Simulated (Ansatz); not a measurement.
`CBCC[SiH3]` + `CB(O)F` → `CB(F)O[SiH3]` + `CBCC`  (ligand exchange at the Si–C bond)

Isolated molecules relaxed with PBE0-D4/def2-TZVP in Ansatz; ΔE leaves out vibrations. CCSD(T)/CBS is the MP2 limit (def2-TZVPP, def2-QZVPP) plus CCSD(T) − MP2 in def2-TZVPP, frozen cores. DFT in def2-TZVPP. One conformer a species, not always the lowest.

| species | B2PLYP energy (Eh) |
| --- | --- |
| `CBCC[SiH3]` | -435.06070 |
| `CB(O)F` | -240.50381 |
| `CB(F)O[SiH3]` | -531.11667 |
| `CBCC` | -144.48520 |

(1) Work out ΔE.

Largest T1 diagnostic among the species: 0.012.

## Answers

(1) ΔE = (-531.11667) + (-144.48520) − (-435.06070) − (-240.50381) = -0.03736 Eh = -98.1 kJ/mol. CCSD(T)/CBS gives -93.0 kJ/mol.

From BLYP to BHLYP (50 % exact exchange), in def2-TZVPP and without D4, ΔE moves by −10.6 kJ/mol. In def2-TZVPP, CCSD(T) changes the Hartree–Fock value by +25.9 kJ/mol (the triples alone add +3.8 kJ/mol) and MP2 by +26.3 kJ/mol. At CCSD(T), def2-SVP lies +9.0 kJ/mol from the extrapolated value and def2-TZVPP +1.1 kJ/mol.
